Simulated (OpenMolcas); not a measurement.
Zr⁺: thermal populations, worked from levels

* Program: OpenMolcas
* Basis: ANO-R1 [6s4p3d1f]
* Scalar Hamiltonian: X2C, finite nucleus
* Active space: 3 electrons in 6 orbitals (4d 5s)
* State averaging: 2S+1 = 4 even, 20 roots; 2S+1 = 2 even, 64 roots (35 in the spin-orbit step)
* Spin-orbit coupling: state interaction with AMFI integrals over the reference wave functions, term energies averaged over their components

Methods: CASSCF; MS-CASPT2, IPEA 0.25 Eh, imaginary shift 0.1 Eh (closed shells correlated: 4s 4p). Measured levels: NIST Handbook of Basic Atomic Spectroscopic Data.

**Thermal populations.** Z = Σ (2J + 1) exp(-E/kT) with k = 0.695035 cm-1/K, over the levels below. No other level of either list lies under 2850 cm-1, which is above 7 kT at each temperature.

```json
{"Level": "4d2 5s 4F 3/2", "2J + 1": "4", "MS-CASPT2": "0.0", "measured": "0.0"}
{"Level": "4d2 5s 4F 5/2", "2J + 1": "6", "MS-CASPT2": "302", "measured": "315"}
{"Level": "4d2 5s 4F 7/2", "2J + 1": "8", "MS-CASPT2": "723", "measured": "763"}
{"Level": "4d2 5s 4F 9/2", "2J + 1": "10", "MS-CASPT2": "1253", "measured": "1323"}
{"Level": "4d3 4F 3/2", "2J + 1": "4", "MS-CASPT2": "3620", "measured": "2572"}
```

| T (K) | Z, MS-CASPT2 | Z, measured levels | Ground level (%), MS-CASPT2 | Ground level (%), measured levels |
| --- | --- | --- | --- | --- |
| 300 | 5.684 | 5.548 | 70.4 | 72.1 |

At 300 K, kT = 209 cm-1, and the computed levels give Z = 4.000 + 1.410 + 0.250 + 0.025 + 0.000 = 5.684.

CASPT2 does not keep the components of a term degenerate, so their means are used; among the terms shown or strongly mixed into the levels shown the widest spread is 500 cm-1 (4d3 4F, MS-CASPT2). Some high roots are left out of the spin-orbit mixing, which shifts the levels that they would mix with. Configurations are named by rounded mean occupations; where the s occupation lies near a half they are strongly mixed, a name can repeat and a true partner stay unpaired. A single d shell beside an s shell can misplace configurations of different d count against each other. Without dynamic correlation excited terms often stand tens of per cent too high (terms of higher spin than the ground term too low), and those without a measured partner can miss by more than the paired ones (holds for CASSCF). The CASPT2 spread within a term exceeds the gap to the next term for 4d3 4F and 4d2 5s 2D, so the order of their levels is uncertain, and so are names and mixing where such terms share a J (holds for MS-CASPT2). Measured partners are found by configuration, term and J. A level has none where our copy of the source lacks it or the pairing is in doubt (some pairs that miss far off the trend of their configuration count as doubtful), and it then counts in no deviation. Only configurations of the active space appear.
